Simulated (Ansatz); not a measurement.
Gas-phase electronic energies from Ansatz, PBE0-D4/def2-TZVP geometries. CCSD(T)/CBS adds triple-zeta CCSD(T) − MP2 to the extrapolated MP2 energy (def2 sets, frozen cores). Functionals use def2-TZVPP. B3LYP here is the variant with VWN-RPA as its local correlation; programs differ in this. HSE06 is defined as in plane-wave codes. Each species was taken in one conformer, which may not be the lowest.

Reaction (isomerisation): `COBC=O` → `BOC(C)=O`

`COBC=O`:

```xyz
10

C    -0.947    1.462    0.166
O     0.178    0.615    0.017
B     0.077   -0.716   -0.045
C     1.452   -1.513   -0.215
O     1.501   -2.719   -0.285
H    -0.987    2.142   -0.687
H    -1.872    0.884    0.221
H    -0.823    2.049    1.078
H    -0.980   -1.280    0.021
H     2.400   -0.925   -0.270
```

`BOC(C)=O`:

Cartesian coordinates in Å:
```
B -1.900 0.006 0.671
O -0.778 0.439 0.027
C 0.478 -0.035 0.335
C 1.388 0.063 -0.844
O 0.766 -0.426 1.422
H -2.907 0.583 0.391
H -1.846 -0.915 1.426
H 0.976 -0.511 -1.677
H 2.376 -0.306 -0.582
H 1.446 1.103 -1.170
```

Question: Is it downhill or uphill in electronic energy at CCSD(T)/CBS, and by how much? (Best estimate.)

Answer: Ansatz gave: Downhill: ΔE = -81.9 kJ/mol.

Question: What do these levels give: B97M-V, r2SCAN0-D4, HSE06-D4, ωB97M-V, B3LYP, SCS-MP2/def2-QZVPP? (An estimate is asked.)

Answer: Ansatz gave: B97M-V -90.1, r2SCAN0-D4 -96.1, HSE06-D4 -88.8, ωB97M-V -87.0, B3LYP -80.3, SCS-MP2/def2-QZVPP -82.3 kJ/mol.

Largest T1 diagnostic among the species: 0.015.

From BLYP to BHLYP (50 % exact exchange), in def2-TZVPP and without D4, ΔE moves by −11.4 kJ/mol. Leaving LDA and LC-ωPBE aside and taking each functional with its dispersion term where it has one, the values, not all of them listed here, spread over 18.2 kJ/mol, from r2SCAN0-D4 to BLYP-D4. LDA lies −13.8 kJ/mol from PBE without D4.
